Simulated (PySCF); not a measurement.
Zr(H)3(SH) (H₄SZr), SMILES [SH][ZrH3], multiplicity 1.

Geometry optimised at PBE0-D3(BJ)/def2-TZVP. The spin state was assumed, not searched. The def2 effective core potentials stand for the cores of Zr; spin–orbit coupling is left out.

Two levels are set side by side: PBE/def2-TZVPD (PySCF) and r2SCAN/def2-TZVPD (PySCF). Same geometry, gas phase. Differences are taken from unrounded values.

```csv
quantity,r2SCAN
orbital gap (eV),4.05
highest occupied level (eV),-7.25
lowest empty level (eV),-3.20
dipole moment (D),0.77
mean polarisability (bohr³),73.9
```

Question: What does PBE give, and how far is it from r2SCAN? (Estimate from the structure and the level; the computed values follow.)

Answer: 
```json
[
 {"quantity": "orbital gap (eV)", "PBE": "3.52", "PBE minus r2SCAN": "-0.53"},
 {"quantity": "highest occupied level (eV)", "PBE": "-6.96", "PBE minus r2SCAN": "0.29"},
 {"quantity": "lowest empty level (eV)", "PBE": "-3.43", "PBE minus r2SCAN": "-0.24"},
 {"quantity": "dipole moment (D)", "PBE": "0.73", "PBE minus r2SCAN": "-0.04"},
 {"quantity": "mean polarisability (bohr³)", "PBE": "76.2", "PBE minus r2SCAN": "2.3"}
]
```

Rough cost on one machine, each run with all the roots and properties that it gave: r2SCAN against PBE about 3 times.
